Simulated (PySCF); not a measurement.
H4AlO4, charge -1, singlet, geometry from GFN2-xTB (such geometries of metal compounds can be far from the true shape); BHANDHLYP/3-21G in PySCF.

PySCF was given this input:
```python
from pyscf import gto, scf, dft

mol = gto.M(
    atom='''
Al   -0.00000000   -0.00000000   -0.00000000
O     1.60013122   -0.41861514   -0.56945509
H     1.76427401   -0.41833359   -1.50225942
O     0.11470341    0.26263230    1.72563179
H     0.83851758    0.77410115    2.05963706
O    -0.51994549    1.40745130   -0.89926369
H    -1.43029173    1.66471842   -0.85289347
O    -1.19488915   -1.25146846   -0.25691301
H    -1.17249985   -2.02048599    0.29551583
''',
    basis='3-21g',
    charge=-1,
    verbose=4,
)

mf = dft.RKS(mol)
mf.xc = 'bhandhlyp'
mf.kernel()
mf.analyze()
```

What the program printed (banner, timings and long lists left out):

```
PySCF version 2.14.0

[INPUT] verbose = 4
[INPUT] num. atoms = 9
[INPUT] num. electrons = 50
[INPUT] charge = -1
[INPUT] spin (= nelec alpha-beta = 2S) = 0
[INPUT] symmetry False subgroup None
[INPUT] Mole.unit = angstrom
[INPUT] Symbol           X                Y                Z      unit          X                Y                Z       unit  Magmom
[...]
nuclear repulsion = 242.779385348589
number of shells = 35
number of NR pGTOs = 99
number of NR cGTOs = 57
basis = 3-21g
ecp = {}

******** <class 'pyscf.dft.rks.RKS'> ********
method = RKS
initial guess = minao
damping factor = 0
level_shift factor = 0
DIIS = <class 'pyscf.scf.diis.CDIIS'>
diis_start_cycle = 1
diis_space = 8
diis_damp = 0
SCF conv_tol = 1e-09
SCF conv_tol_grad = None
SCF max_cycles = 50
direct_scf = True
direct_scf_tol = 1e-13
XC library pyscf.dft.libxc version 7.1.2
    S. Lehtola, C. Steigemann, M. J. T. Oliveira, and M. A. L. Marques,  SoftwareX 7, 1–5 (2018)
XC functionals = bhandhlyp
    A. D. Becke,  J. Chem. Phys. 98, 1372 (1993)
    Defined through Gaussian implementation.
radial grids:
    Treutler-Ahlrichs [JCP 102, 346 (1995); DOI:10.1063/1.469408] (M4) radial grids

becke partition: Becke, JCP 88, 2547 (1988); DOI:10.1063/1.454033
pruning grids: <function nwchem_prune>
grids dens level: 3
symmetrized grids: False
atomic radii adjust function: <function treutler_atomic_radii_adjust>
small_rho_cutoff = 0
Set gradient conv threshold to 3.16228e-05
Initial guess from minao.
tot grids = 114744
init E= -542.620684788953
[...]
cycle= 1 E= -542.516141537313  delta_E= 0.105  |g|= 1.31  |ddm|= 2.48
[...]
cycle= 2 E= -542.553738972935  delta_E= -0.0376  |g|= 1.26  |ddm|= 1.74
[...]
cycle= 3 E= -542.813523527816  delta_E= -0.26  |g|= 0.0231  |ddm|= 0.841
[...]
cycle= 4 E= -542.813709069145  delta_E= -0.000186  |g|= 0.00402  |ddm|= 0.0423
[...]
cycle= 5 E= -542.813716128756  delta_E= -7.06e-06  |g|= 0.000626  |ddm|= 0.00717
[...]
cycle= 6 E= -542.813716341691  delta_E= -2.13e-07  |g|= 0.000104  |ddm|= 0.00161
[...]
cycle= 7 E= -542.813716347624  delta_E= -5.93e-09  |g|= 1.44e-05  |ddm|= 0.000246
[...]
cycle= 8 E= -542.813716347787  delta_E= -1.62e-10  |g|= 7.31e-06  |ddm|= 4.62e-05
[...]
Extra cycle  E= -542.813716347787  delta_E= 2.27e-13  |g|= 7.66e-06  |ddm|= 1.09e-05
converged SCF energy = -542.813716347787
**** SCF Summaries ****
Total Energy =                        -542.813716347786567
Nuclear Repulsion Energy =             242.779385348589074
One-electron Energy =                -1248.081754954521330
Two-electron Energy =                  462.488653258145746
Two-electron Coulomb Energy =          517.447689037750024
DFT Exchange-Correlation Energy =      -54.959035779604292
HOMO-LUMO gap [eV] =                    10.973811071057909
**** MO energy ****
[...]
 ** Mulliken pop on meta-lowdin orthogonal AOs  **
 ** Mulliken pop  **
 ** Mulliken atomic charges  **
charge of    0Al =      0.93701
charge of    1O =     -0.73523
charge of    2H =      0.25098
charge of    3O =     -0.73523
charge of    4H =      0.25098
charge of    5O =     -0.73523
charge of    6H =      0.25098
charge of    7O =     -0.73523
charge of    8H =      0.25098

WARN: System has nonzero charge -1; the dipole moment is origin-dependent.
Location of origin: [0. 0. 0.]

Dipole moment(X, Y, Z, Debye):  0.00002,  0.00000, -0.00003
```
